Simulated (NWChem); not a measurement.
System: C$_{4}$H$_{6}$O; SMILES C1(C=O)CC1

```xyz
11

O     -0.5848     1.6615     0.0000
C      0.5003     1.1355     0.0000
C      0.7089    -0.3317     0.0000
C     -0.3118    -1.1738    -0.7397
C     -0.3118    -1.1738     0.7397
H      1.4347     1.7530     0.0000
H      1.7492    -0.6675     0.0000
H      0.0620    -2.0510    -1.2735
H     -1.1033    -0.6126    -1.2439
H      0.0620    -2.0510     1.2735
H     -1.1033    -0.6126     1.2439
```
Atoms are numbered in this order, from 1.

The geometry was optimised at PBE0/def2-SVP.

Question: Give the principal values of the shielding tensors (ppm) of O1, C2, C3, C4 from PBE0/pcSseg-1, GIAO (NWChem), with their diamagnetic and paramagnetic parts as GIAO splits them.

Answer: 
```json
[
 {"atom": "O1", "σ11": "-924.4", "σ22": "-430.0", "σ33": "398.9", "isotropic": "-318.5", "diamagnetic": "402.4", "paramagnetic": "-720.9"},
 {"atom": "C2", "σ11": "-119.6", "σ22": "-43.6", "σ33": "97.6", "isotropic": "-21.9", "diamagnetic": "248.1", "paramagnetic": "-270.0"},
 {"atom": "C3", "σ11": "119.3", "σ22": "151.1", "σ33": "214.1", "isotropic": "161.5", "diamagnetic": "252.9", "paramagnetic": "-91.4"},
 {"atom": "C4", "σ11": "142.8", "σ22": "170.0", "σ33": "195.4", "isotropic": "169.4", "diamagnetic": "247.4", "paramagnetic": "-78.0"}
]
```
